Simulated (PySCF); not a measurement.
Distorted geometries of [Gd(NH3)2]3+

[Gd(NH3)2]3+ (singlet in the valence; each metal's 4f electrons, 7 of them, lie in its core potential, out of spins and levels). PySCF 2.14.0, RKS r2SCAN, Gd lcecp-1-SVP with ECP53, N def2-SVP, H def2-SVP; non-relativistic Hamiltonian with scalar-relativistic core potentials where named; density fitting; no spin-orbit coupling. Relaxed geometry:

```xyz
9

Gd    1.1768    0.1916    0.0000
N    -0.1853   -0.0263    1.9545
H     0.2424    0.3420    2.8323
H    -1.1074    0.4588    1.9364
H    -0.4492   -0.9971    2.2296
N    -0.1851   -0.0296   -1.9541
H     0.2667   -0.5213   -2.7559
H    -1.0800   -0.5527   -1.8489
H    -0.4989    0.8623   -2.3939
```

**Question.** Order these distorted geometries by energy above the relaxed one, lowest first.
A.
```xyz
9

Gd    1.0169    0.3299   -0.2405
N    -0.1290   -0.0829    2.1405
H     0.1717    0.3431    2.8289
H    -1.1535    0.3937    1.9913
H    -0.2336   -0.8830    2.1978
N    -0.2323   -0.0373   -2.0710
H     0.1628   -0.5895   -2.7982
H    -1.1742   -0.4000   -1.7354
H    -0.2486    0.6537   -2.3134
```
B.
```xyz
9

Gd    1.2489    0.1273    0.0425
N    -0.0797    0.0008    1.9955
H     0.1478    0.4104    2.7402
H    -1.1391    0.4422    1.8280
H    -0.3863   -1.0390    2.2222
N    -0.2966    0.0258   -1.9383
H     0.3402   -0.5146   -2.7502
H    -1.1431   -0.5809   -1.8204
H    -0.5120    0.8558   -2.3195
```
C.
```xyz
9

Gd    1.1568    0.1900    0.0491
N    -0.1717    0.0148    1.9146
H     0.1364    0.5183    2.9290
H    -1.0577    0.4319    1.8245
H    -0.3941   -1.1029    2.2693
N    -0.1560   -0.0018   -1.9422
H     0.3002   -0.5615   -2.7834
H    -1.1338   -0.5975   -1.8133
H    -0.5001    0.8364   -2.4476
```

**Answer.** C (0.96 eV), B (1.70 eV), A (7.54 eV).

**Question.** Which forces (eV/Å) act in the one that lies 1.70 eV up?

**Answer.** 
```
Gd  -0.32  0.15 -0.47
N   -6.78 -5.61 -9.87
H    3.04  4.57  9.35
H    2.75 -1.05  0.45
H    0.80  2.01  0.13
N    4.24 -6.82  1.17
H   -2.21  1.56  2.00
H    0.18  0.55 -0.40
H   -1.70  4.64 -2.34
```
Forces carry noise of the integration grid, about 0.01 to 0.03 eV/Å.

No frequency check is given that shows the relaxed geometry to be a minimum. An lcecp potential fixes the number of 4f electrons, so in runs with it no electron can move into or out of that shell.
